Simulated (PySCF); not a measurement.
A thermochemical cycle for SrCd

PBE in PySCF with def2-SVPD on every atom (core potentials on Sr, Cd), for the lowest determinant that a PBE0 search found; no spin–orbit coupling. SrCd, a singlet (closed shell), has De = 0.13 eV to neutral atoms, and SrCd⁺, a doublet (σ ↑), has De = 0.47 eV to Sr⁺ + Cd.

At the same level the Sr atom ionises at 5.70 eV.

Question: What is the adiabatic ionisation energy of the molecule, and does ionisation strengthen or weaken the bond?

Answer: IE = IE(Sr) + De(neutral) − De(ion) = 5.70 + 0.13 − 0.47 = 5.36 eV. De changes by +0.34 eV, so ionisation strengthens the bond.

Closed-shell solutions of metal pairs were not tested for spin polarisation, which can lower them a little. Weak bonds: SrCd, SrCd⁺. Basis-set superposition, not corrected here, can be much of De in a small basis, most of all at correlated wavefunction levels. Spin–orbit coupling is left out. For an ion De counts to the pair picked by the measured ionisation energies or electron affinities, which need not be the lowest pair at this level. States were picked by a PBE0 search and need not be the measured ground states.
